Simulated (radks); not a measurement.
The numbers below are computed, except where a source is named.
Q: The table gives one normalised radial function P(r) = r R(r) (large component) of Ho3+ in [Kr] 4d10 4f10 5s2 5p5 6p1 (r in bohr). Code: a radial shooting solver on a logarithmic mesh with Libxc functionals. Model: Dirac Kohn-Sham, PBEsol, spin-unpolarised, spherical densities, finite nucleus; open shells are shared between the two j in proportion to 2j + 1; Fermi nuclear charge, rms radius 5.2022 fm.

r          P
0.001179  0.0000
0.001597  0.0000
0.002165  0.0000
0.002934  0.0000
0.003976  0.0000
0.005388  0.0000
0.007303  0.0000
0.009897  0.0000
0.01341   0.0001
0.01818   0.0004
0.02464   0.0011
0.03339   0.0031
0.04525   0.0088
0.06133   0.0234
0.08312   0.0582
0.1136    0.1354
0.1539    0.2776
0.2086    0.5021
0.2827    0.7839
0.3831    1.0354
0.5192    1.1395
0.7036    1.0458
0.9536    0.8118
1.292     0.5359
1.752     0.2932
2.374     0.1252
3.217     0.0388
4.36      0.0076
5.909     0.0008
8.008     0.0000
10.85     0.0000

Which n and l does it have? It may be an empty orbital.

A: n = 4, l = 3: the number of nodes gives n - l - 1 = 0, the rise at small r points to l (this Dirac orbital starts outside the nucleus as r^gamma with gamma = sqrt((l + 1)^2 - (Z/c)^2) = 3.97; the j = 7/2 orbital of l + 1 starts with the same power, but with a smaller coefficient, and then steepens), and the extent must fit the shell. The curve is that of 4f7/2; the two j differ most near the nucleus, where j = l - 1/2 has the larger amplitude, and in heavy atoms j = l - 1/2 is also the more compact. 4f7/2: eigenvalue -41.763 eV, 0 radial nodes, <r> = 0.778 bohr, 90 % of the charge inside 1.32 bohr.
